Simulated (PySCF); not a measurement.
r2SCANh on Ge⁻ (germanium, charge -1), [Ar] 3d10 4s2 4p3, high-spin 4S determinant. Calculation: PySCF 2.14, in aug-cc-pVQZ-PP with one added diffuse shell each of s, p, d, f, g type with ECP10MDF (8s7p6d4f3g, 114 functions); scalar relativity through the core potential.

```
cycle= 1 E= -294.464318429623  delta_E= -0.00723  |g|= 0.0958  |ddm|=  1.2
cycle= 2 E= -294.464403456425  delta_E= -8.5e-05  |g|= 0.0941  |ddm|= 0.558
cycle= 3 E= -294.465732982194  delta_E= -0.00133  |g|= 0.00649  |ddm|= 0.287
cycle= 4 E= -294.465760463801  delta_E= -2.75e-05  |g|= 0.000413  |ddm|= 0.0296
cycle= 5 E= -294.465760824444  delta_E= -3.61e-07  |g|= 6.3e-05  |ddm|= 0.00458
cycle= 6 E= -294.465760832889  delta_E= -8.44e-09  |g|= 9.33e-06  |ddm|= 0.000757
cycle= 7 E= -294.46576083309  delta_E= -2.01e-10  |g|= 1.22e-06  |ddm|= 0.000104
converged SCF energy = -294.46576083309  <S^2> = 3.7515171  2S+1 = 4.0007585
```

Highest occupied orbital energy: 0.668 eV; ⟨L²⟩ = 0.00; populations by l: s 4.00, p 9.00, d 10.00, f 0.00.

**Question.** Can this result be used?

**Answer.** With care. The run converged. Energies and moments cover only the electrons outside the core potential. At r2SCANh the highest occupied level has a positive energy, so only the finite basis holds that electron; in a semilocal or global hybrid functional this comes from self-interaction and does not mean that the real anion is unbound.
